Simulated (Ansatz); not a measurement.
`O[SiH](O)[O][GeH3]` + `C=[CH][AlH2]` → `C=[C]([AlH2])[GeH3]` + `O[SiH](O)O`  (formal exchange of groups at a Ge–O bond)

Calculated with Ansatz (gas phase, PBE0-D4/def2-TZVP geometries, no zero-point term in ΔE). CBS: MP2 limit from def2 TZ/QZ plus the TZ coupled-cluster correction, frozen cores. For Ge outer-core shells are correlated without core-valence functions, which leaves a few kJ/mol of doubt a bond. Scalar relativity is left out up to krypton. Each species was taken in one conformer, which may not be the lowest.

| species | HF/def2-TZVPP energy (Eh) |
| --- | --- |
| `O[SiH](O)[O][GeH3]` | -2592.68938 |
| `C=[CH][AlH2]` | -320.56347 |
| `C=[C]([AlH2])[GeH3]` | -2397.08824 |
| `O[SiH](O)O` | -516.13922 |

**Question.** Work out ΔE.

**Answer.** ΔE = (-2397.08824) + (-516.13922) − (-2592.68938) − (-320.56347) = 0.02539 Eh = +66.7 kJ/mol. CCSD(T)/CBS gives +40.9 kJ/mol.

Largest T1 diagnostic among the species: 0.012.

In def2-TZVPP, CCSD(T) changes the Hartree–Fock value by −22.8 kJ/mol (the triples alone add −2.9 kJ/mol) and MP2 by −25.9 kJ/mol.
